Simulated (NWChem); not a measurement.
Species: MnHOCl, sextet; SMILES [OH][Mn][Cl]

```xyz
4

Mn     0.0183    -0.4000     0.0000
Cl    -0.0182     1.7867     0.0000
O     -0.0929    -2.1875     0.0000
H      0.5951    -2.8727     0.0000
```
Atoms are numbered in this order, from 1.

Program: NWChem. Spin-unrestricted. Coordinates come from a PBE-D3(BJ)/def2-SVP, spin-unrestricted optimisation. The spin multiplicity was typed, not searched, and may not be the lowest. No stability test was run on the SCF state. Total energies compare along this basis series because the functional is fixed.

```json
[
 {"level": "UHF/def2-SVP", "basis functions": "68", "energy (Ha)": "-1684.5349", "highest occupied level (eV)": "-11.25", "lowest empty minus highest occupied level, either spin (eV)": "11.95", "dipole (D)": "2.61", "<S²>": "8.77", "relative time": "1"},
 {"level": "UHF/def2-SVPD", "basis functions": "92", "energy (Ha)": "-1684.5661", "highest occupied level (eV)": "-11.69", "lowest empty minus highest occupied level, either spin (eV)": "12.09", "dipole (D)": "2.45", "<S²>": "8.77", "relative time": "2"},
 {"level": "UHF/def2-TZVP", "basis functions": "119", "energy (Ha)": "-1684.9452", "highest occupied level (eV)": "-11.60", "lowest empty minus highest occupied level, either spin (eV)": "12.33", "dipole (D)": "2.47", "<S²>": "8.77", "relative time": "4"},
 {"level": "UHF/def2-TZVPP", "basis functions": "151", "energy (Ha)": "-1684.9496", "highest occupied level (eV)": "-11.61", "lowest empty minus highest occupied level, either spin (eV)": "12.33", "dipole (D)": "2.44", "<S²>": "8.77", "relative time": "8"}
]
```

Relative times are rough (shared machine, one core).
